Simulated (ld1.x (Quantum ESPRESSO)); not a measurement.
## Building the RRKJ potential for zirconium (revPBE, scalar-relativistic).

ld1.x (Quantum ESPRESSO) 7.5 was run on this input:

```
&input
   title='Zr', zed=40., rel=1, dft='REVPBE', iswitch=3,
   config='[Kr] 4d2 4f-2 5s0 5p0',
   nld=4, rlderiv=2.60, eminld=-7.0, emaxld=5.0, deld=0.02
 /
 &inputp
   pseudotype=2, tm=.false., lloc=2,
   nlcc=.true., new_core_ps=.true., rcore=0.95,
   file_pseudopw='Zr.UPF', file_wfcaegen='ae.wfc', file_wfcncgen='nc.wfc', file_beta='beta', file_chi='chi'
 /
4
4S  1  0   2.00   0.00  1.80  1.80  0.0
4P  2  1   6.00   0.00  1.55  1.55  0.0
4F  4  3  -2.00   0.45  2.15  2.15  0.0
4D  3  2   2.00   0.00  2.40  2.40  0.0
 &test
   configts(1)='4s2 4p6 4d2 5s0 5p0'
 /
```

Command:

```bash
ld1.x < Zr.in > Zr.out
```

The program printed (shortened: banner, matrices, multipoles, cross overlaps and the repeated all-electron block are left out):

```
Program LD1 v.7.5
     --------------------------- All-electron run ----------------------------

     Zr
     scalar relativistic calculation

     atomic number is 40.00
     dft =REVPBE   lsd =0 sic =0 latt =0  beta=0.20 tr2=1.0E-14
     Exchange-correlation= REVPBE
                           (   1   4   4   4   0   0   0)
     mesh =1225 r(mesh) = 100.59681 a.u. xmin = -7.00 dx = 0.01250
     1 Ry =  13.60569312 eV, c = 137.03599908

     n l     nl                  e(Ry)          e(Ha)          e(eV)
     1 0     1S 1( 2.00)     -1311.2681      -655.6341    -17840.7118
     2 0     2S 1( 2.00)      -182.6070       -91.3035     -2484.4947
     2 1     2P 1( 6.00)      -162.9344       -81.4672     -2216.8351
     3 0     3S 1( 2.00)       -30.8229       -15.4115      -419.3673
     3 1     3P 1( 6.00)       -24.4139       -12.2070      -332.1687
     4 0     4S 1( 2.00)        -5.0662        -2.5331       -68.9286
     4 1     4P 1( 6.00)        -3.4450        -1.7225       -46.8717
     3 2     3D 1(10.00)       -13.9032        -6.9516      -189.1631
     4 2     4D 1( 2.00)        -1.2653        -0.6327       -17.2157
     5 0     5S 1( 0.00)        -1.1686        -0.5843       -15.9001
     5 1     5P 1( 0.00)        -0.8540        -0.4270       -11.6190

     final scf error:  1.2E-15 reached in  24 iterations

     Etot =   -7195.988633 Ry,   -3597.994316 Ha,  -97906.413056 eV

     Ekin =    7399.163821 Ry,    3699.581911 Ha,  100670.752321 eV
     Encl =  -17286.188823 Ry,   -8643.094412 Ha, -235190.580395 eV
     Eh   =    2918.590472 Ry,    1459.295236 Ha,   39709.446310 eV
     Exc  =    -227.554103 Ry,    -113.777051 Ha,   -3096.031291 eV

     normalization and overlap integrals

     s(1S/1S) =  1.000000  <r> =   0.0371  <r2> =    0.0019  r(max) =   0.0241
     s(2S/2S) =  1.000000  <r> =   0.1626  <r2> =    0.0312  r(max) =   0.1368
     s(2P/2P) =  1.000000  <r> =   0.1417  <r2> =    0.0245  r(max) =   0.1093
     s(3S/3S) =  1.000000  <r> =   0.4583  <r2> =    0.2408  r(max) =   0.4060
     s(3P/3P) =  1.000000  <r> =   0.4620  <r2> =    0.2487  r(max) =   0.4010
     s(4S/4S) =  1.000000  <r> =   1.2129  <r2> =    1.6670  r(max) =   1.0764
     s(4P/4P) =  1.000000  <r> =   1.3633  <r2> =    2.1284  r(max) =   1.1748
     s(3D/3D) =  1.000000  <r> =   0.4524  <r2> =    0.2476  r(max) =   0.3495
     s(4D/4D) =  1.000000  <r> =   2.0055  <r2> =    4.7990  r(max) =   1.5662
     s(5S/5S) =  1.000000  <r> =   3.2187  <r2> =   11.6343  r(max) =   2.8896
     s(5P/5P) =  1.000000  <r> =   3.8701  <r2> =   16.8042  r(max) =   3.4855

     ------------------------ End of All-electron run ------------------------

     --------------------- Generating NC pseudopotential ---------------------

      Generating local pot.: lloc=2, matching radius rcloc =   2.4000

      Computing core charge for nlcc:

       r > 0.96 : true rho core
      Core charge pseudized with two Bessel functions
      Integrated core pseudo-charge :   8.41

      Wfc   4S  rcut= 1.797  Estimated cut-off energy=       41.25 Ry
      This function has    0 nodes for 0 < r <    1.797

      Wfc   4P  rcut= 1.547  Estimated cut-off energy=       74.59 Ry
      This function has    0 nodes for 0 < r <    1.547

      Wfc   4F  rcut= 2.141  Estimated cut-off energy=       62.93 Ry
      This function has    0 nodes for 0 < r <    2.141

     ------------------- End of pseudopotential generation -------------------

     Computing logarithmic derivative in   2.59838
     Computing logarithmic derivative in   2.59838
     Computing the partial wave expansion
     R is outside the sphere for l=    0 j= 0.00
     R is outside the sphere for l=    1 j= 0.00
       no projector for channel:   2
     R is outside the sphere for l=    3 j= 0.00

     ---------------------- Testing the pseudopotential ----------------------

     Zr
     scalar relativistic calculation

     atomic number is 40.00   valence charge is 12.00
     dft =REVPBE   lsd =0 sic =0 latt =0  beta=0.20 tr2=1.0E-14
     mesh =1225 r(mesh) = 100.59681 xmin = -7.00 dx = 0.01250

     n l     nl             e AE (Ry)        e PS (Ry)    De AE-PS (Ry)
     1 0     4S   1( 2.00)       -5.06616       -5.06616       -0.00000
     2 1     4P   1( 6.00)       -3.44501       -3.44501       -0.00000
     3 2     4D   1( 2.00)       -1.26533       -1.26533        0.00000
     2 0     5S   1( 0.00)       -1.16863       -1.17698        0.00835  !
     3 1     5P   1( 0.00)       -0.85398       -0.85040       -0.00358

     eps = 4.3E-15  iter =  9

     Etot =   -7195.988633 Ry,   -3597.994316 Ha,  -97906.413056 eV
     Etotps =  -114.200816 Ry,     -57.100408 Ha,   -1553.781261 eV

     Ekin =      27.782876 Ry,      13.891438 Ha,     378.005287 eV
     Encl =    -174.062308 Ry,     -87.031154 Ha,   -2368.238350 eV
     Ehrt =      61.947627 Ry,      30.973814 Ha,     842.840404 eV
     Ecxc =     -34.111302 Ry,     -17.055651 Ha,    -464.107909 eV
     (Ecc =     -21.718666 Ry,     -10.859333 Ha,    -295.497505 eV)
     Epseu=       4.242291 Ry,       2.121145 Ha,      57.719306 eV

     ---------------------- End of pseudopotential test ----------------------
```

Generation and configuration tests took about 1.8 s on one core of a shared server CPU.

Transferability test of the new file with ld1.x, input:

```
&input
   title='Zr', zed=40., rel=1, dft='REVPBE', iswitch=2,
   config='[Kr] 4d2 4f-2 5s0 5p0'
 /
 &test
   file_pseudo='Zr.UPF', nconf=8,
   configts(1)='4s2 4p6 4d2 5s0 5p0',
   configts(2)='4s2 4p6 4d2 5s2 5p0',
   configts(3)='4s2 4p6 4d2 5s1 5p0',
   configts(4)='4s2 4p6 4d1 5s0 5p0',
   configts(5)='4s2 4p6 4d2 5s0 5p2',
   configts(6)='4s2 4p6 4d0 5s0 5p0',
   configts(7)='4s2 4p6 4d1 5s2 5p1',
   configts(8)='4s2 4p6 4d2.5 5s1.5 5p0'
 /
```

```bash
ld1.x < Zr.test.in > Zr.test.out
```

Pseudopotential blocks of its output, shortened (energy terms left out; the distinct warnings before each block abridged to one line each):

```
     ---------------------- Testing the pseudopotential ----------------------

     n l     nl             e AE (Ry)        e PS (Ry)    De AE-PS (Ry)
     1 0     4S   1( 2.00)       -5.06616       -5.06616       -0.00000
     2 1     4P   1( 6.00)       -3.44501       -3.44501       -0.00000
     3 2     4D   1( 2.00)       -1.26533       -1.26533        0.00000
     2 0     5S   1( 0.00)       -1.16863       -1.17698        0.00835  !
     3 1     5P   1( 0.00)       -0.85398       -0.85040       -0.00358

     eps = 5.8E-15  iter = 23

     Etot =   -7195.988633 Ry,   -3597.994316 Ha,  -97906.413056 eV
     Etotps =  -114.200815 Ry,     -57.100407 Ha,   -1553.781243 eV

     ---------------------- End of pseudopotential test ----------------------

          ---------------------- Testing the pseudopotential ----------------------

     n l     nl             e AE (Ry)        e PS (Ry)    De AE-PS (Ry)
     1 0     4S   1( 2.00)       -4.00522       -3.99185       -0.01336  !
     2 1     4P   1( 6.00)       -2.38539       -2.37588       -0.00951  !
     3 2     4D   1( 2.00)       -0.26206       -0.25713       -0.00493
     2 0     5S   1( 2.00)       -0.32293       -0.32397        0.00103
     3 1     5P   1( 0.00)       -0.10654       -0.10351       -0.00303

     eps = 5.2E-15  iter = 27

     Etot =   -7197.448525 Ry,   -3598.724262 Ha,  -97926.275895 eV
     Etotps =  -115.668365 Ry,     -57.834183 Ha,   -1573.748283 eV
     dEtot_ae =      -1.459892 Ry
     dEtot_ps =      -1.467550 Ry,   Delta E=       0.007659 Ry

     ---------------------- End of pseudopotential test ----------------------

          ---------------------- Testing the pseudopotential ----------------------

     n l     nl             e AE (Ry)        e PS (Ry)    De AE-PS (Ry)
     1 0     4S   1( 2.00)       -4.49372       -4.48457       -0.00915  !
     2 1     4P   1( 6.00)       -2.87458       -2.86787       -0.00671  !
     3 2     4D   1( 2.00)       -0.72933       -0.72551       -0.00382
     2 0     5S   1( 1.00)       -0.72304       -0.72626        0.00322
     3 1     5P   1( 0.00)       -0.45513       -0.45099       -0.00414

     eps = 2.8E-15  iter = 21

     Etot =   -7196.929240 Ry,   -3598.464620 Ha,  -97919.210673 eV
     Etotps =  -115.147060 Ry,     -57.573530 Ha,   -1566.655561 eV
     dEtot_ae =      -0.940608 Ry
     dEtot_ps =      -0.946245 Ry,   Delta E=       0.005637 Ry

     ---------------------- End of pseudopotential test ----------------------

          ---------------------- Testing the pseudopotential ----------------------

     n l     nl             e AE (Ry)        e PS (Ry)    De AE-PS (Ry)
     1 0     4S   1( 2.00)       -5.99120       -5.98838       -0.00282
     2 1     4P   1( 6.00)       -4.34676       -4.34505       -0.00171
     3 2     4D   1( 1.00)       -2.06807       -2.06684       -0.00123
     2 0     5S   1( 0.00)       -1.78032       -1.79575        0.01543  !
     3 1     5P   1( 0.00)       -1.39665       -1.39109       -0.00556  !

     eps = 6.9E-15  iter = 12

     Etot =   -7194.331111 Ry,   -3597.165555 Ha,  -97883.861318 eV
     Etotps =  -112.543698 Ry,     -56.271849 Ha,   -1531.235015 eV
     dEtot_ae =       1.657522 Ry
     dEtot_ps =       1.657117 Ry,   Delta E=       0.000405 Ry

     ---------------------- End of pseudopotential test ----------------------

          ---------------------- Testing the pseudopotential ----------------------

     n l     nl             e AE (Ry)        e PS (Ry)    De AE-PS (Ry)
     1 0     4S   1( 2.00)       -4.18160       -4.18369        0.00209
     2 1     4P   1( 6.00)       -2.56081       -2.56363        0.00282
     3 2     4D   1( 2.00)       -0.40870       -0.41133        0.00263
     2 0     5S   1( 0.00)       -0.41811       -0.42464        0.00653  !
     3 1     5P   1( 2.00)       -0.18473       -0.18427       -0.00045

     eps = 2.8E-15  iter = 25

     Etot =   -7196.996554 Ry,   -3598.498277 Ha,  -97920.126517 eV
     Etotps =  -115.205255 Ry,     -57.602628 Ha,   -1567.447347 eV
     dEtot_ae =      -1.007921 Ry
     dEtot_ps =      -1.004440 Ry,   Delta E=      -0.003481 Ry

     ---------------------- End of pseudopotential test ----------------------

          Warning: n=1, l=0 expected 0 nodes, found 1
     ---------------------- Testing the pseudopotential ----------------------

     n l     nl             e AE (Ry)        e PS (Ry)    De AE-PS (Ry)
     1 0     4S   1( 2.00)       -7.02324       -7.01340       -0.00984  !
     2 1     4P   1( 6.00)       -5.34903       -5.34153       -0.00750  !
     3 2     4D   1( 0.00)       -2.96833       -2.96165       -0.00668  !
     2 0     5S   1( 0.00)       -2.45303       -2.47959        0.02656  !
     3 1     5P   1( 0.00)       -1.99826       -1.98983       -0.00843  !

     eps = 3.1E-15  iter = 10

     Etot =   -7191.820099 Ry,   -3595.910049 Ha,  -97849.697260 eV
     Etotps =  -110.036141 Ry,     -55.018071 Ha,   -1497.117970 eV
     dEtot_ae =       4.168534 Ry
     dEtot_ps =       4.164674 Ry,   Delta E=       0.003860 Ry

     ---------------------- End of pseudopotential test ----------------------

          ---------------------- Testing the pseudopotential ----------------------

     n l     nl             e AE (Ry)        e PS (Ry)    De AE-PS (Ry)
     1 0     4S   1( 2.00)       -4.29458       -4.27641       -0.01817  !
     2 1     4P   1( 6.00)       -2.65962       -2.64761       -0.01202  !
     3 2     4D   1( 1.00)       -0.46264       -0.45693       -0.00570  !
     2 0     5S   1( 2.00)       -0.42868       -0.43203        0.00336
     3 1     5P   1( 1.00)       -0.17540       -0.17205       -0.00335

     eps = 5.7E-15  iter = 29

     Etot =   -7197.228715 Ry,   -3598.614358 Ha,  -97923.285238 eV
     Etotps =  -115.450744 Ry,     -57.725372 Ha,   -1570.787387 eV
     dEtot_ae =      -1.240083 Ry
     dEtot_ps =      -1.249929 Ry,   Delta E=       0.009846 Ry

     ---------------------- End of pseudopotential test ----------------------

          ---------------------- Testing the pseudopotential ----------------------

     n l     nl             e AE (Ry)        e PS (Ry)    De AE-PS (Ry)
     1 0     4S   1( 2.00)       -3.92205       -3.91351       -0.00854  !
     2 1     4P   1( 6.00)       -2.30776       -2.30155       -0.00621  !
     3 2     4D   1( 2.50)       -0.21103       -0.20781       -0.00321
     2 0     5S   1( 1.50)       -0.29853       -0.30001        0.00148
     3 1     5P   1( 0.00)       -0.09426       -0.09199       -0.00227

     eps = 8.4E-15  iter = 19

     Etot =   -7197.411303 Ry,   -3598.705651 Ha,  -97925.769463 eV
     Etotps =  -115.628424 Ry,     -57.814212 Ha,   -1573.204858 eV
     dEtot_ae =      -1.422670 Ry
     dEtot_ps =      -1.427609 Ry,   Delta E=       0.004940 Ry

     ---------------------- End of pseudopotential test ----------------------
```
